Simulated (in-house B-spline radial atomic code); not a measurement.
LC-wPBE excitations of the sulfur ion S⁴⁺

Method: LC-wPBE. Computed with an all-electron radial atomic-structure program (B-spline basis): linear response of the closed shell [Ne] 3s2 with the functional's adiabatic kernel; non-relativistic, point nucleus, no spin-orbit coupling, no double excitations, S, P, D and F terms only.

Command:
```bash
python run_td.py task.json out
```
Settings (radii: box in bohr, nucleus in fm):
```
Z                        16
electrons                12
configuration            [Ne] 3s2
hamiltonian              nr
method                   lc_wpbe
box_radius               19.1
intervals                51
```

Cost of the run: 0.6 s on 1 thread of Arm Neoverse N1, with other jobs on the host.

The lowest states, in the order of their Tamm-Dancoff energies; the method's threshold (minus the highest occupied level) is 70.52 eV. Labels give the largest channel, * marks a mixed state, and oscillator strengths are full-response dipole values. Semilocal kernels can invert the small singlet-triplet splittings of Rydberg terms. Energies in eV:

```tsv
state	full response	Tamm-Dancoff	oscillator strength
3s → 3p 3P	9.248	9.647	-
3s → 3p 1P	15.445	15.995	1.34
3s → 3d 3D	27.156	27.262	-
3s → 3d 1D	29.722	29.732	-
3s → 4s 3S	37.87	37.88	-
3s → 4s 1S	?	?	-
3s → 4p 3P	41.94	41.95	-
3s → 4p 1P	42.38	42.41	0.107
3s → 4d 3D	47.49	47.50	-
3s → 4d 1D	?	?	-
```

Q: Where does 3s → 4s 1S lie?

A: At 38.97 eV in full response, 39.00 eV in Tamm-Dancoff.

Q: Where does 3s → 4d 1D lie?

A: At 47.79 eV in full response, 47.79 eV in Tamm-Dancoff.

Q: How large is the singlet-triplet splitting of 3s → 3p (P terms) in Tamm-Dancoff?

A: 6.35 eV, from the unrounded values.

Q: What polarisabilities and dispersion coefficient does the method give?

A: Dipole 4.328 bohr³, quadrupole 6.18 bohr⁵, C6 8.47 hartree·bohr⁶ for two such species.
